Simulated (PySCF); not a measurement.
difluoro(fluorosilyl)silane (F3H3Si2), SMILES F[SiH2][SiH](F)F. Atoms are numbered in the order given.

```xyz
8

Si     1.3839    -0.1047    -0.2639
F      2.0924     0.5843     1.0365
Si    -0.8979    -0.2592     0.1846
F     -1.5679    -1.0650    -1.0552
F     -1.5379     1.2300     0.1953
H      1.6304     0.7433    -1.4599
H      1.9729    -1.4563    -0.4633
H     -1.2873    -0.9364     1.4440
```
Charge 0, spin multiplicity 1.

Coordinates come from a ωB97X-D3(BJ)/def2-SVP optimisation. Other conformers were not sampled.

All values below come from PySCF 2.14.0 with ωB97X-D3(BJ)/def2-SVP.

Frequencies are harmonic and unscaled.

```
mode  ν (cm⁻¹)  IR (km/mol)  Raman (Å⁴/amu)  depolarisation  moving atoms (share of kinetic energy)
----  --------  -----------  --------------  --------------  --------------------------------------
1           47          3.3             0.1            0.75                 F 65 %, Si 21 %, H 15 %
2           97          5.7             0.1            0.68                         F 81 %, Si 15 %
3          183         21.5             0.3            0.73                 F 41 %, Si 39 %, H 20 %
4          214          0.8             2.3            0.54                         F 75 %, Si 23 %
5          317         26.5             1.0            0.75                         F 68 %, Si 28 %
6          459         10.8            15.5            0.26                  Si 60 %, H 32 %, F 8 %
7          540         23.0             9.2            0.47                         H 53 %, Si 44 %
8          741         26.0            16.4            0.75                                  H 90 %
9          811        291.5             7.6            0.75                                  H 85 %
10         837         21.4            10.6            0.75                          H 83 %, F 15 %
11         852        162.0             8.9            0.61                 F 44 %, H 37 %, Si 19 %
12         867        124.2             3.2            0.75                 F 57 %, Si 28 %, H 14 %
13         949         62.4             7.4            0.56                 H 49 %, Si 34 %, F 17 %
14         959         39.1            15.6            0.74                 H 69 %, Si 19 %, F 13 %
15         966        219.0             2.5            0.75                 Si 39 %, F 34 %, H 26 %
16        2274         98.4           147.3            0.16                                  H 97 %
17        2284         99.6           127.1            0.46                                  H 96 %
18        2306        127.7           183.5            0.17                                  H 97 %
```
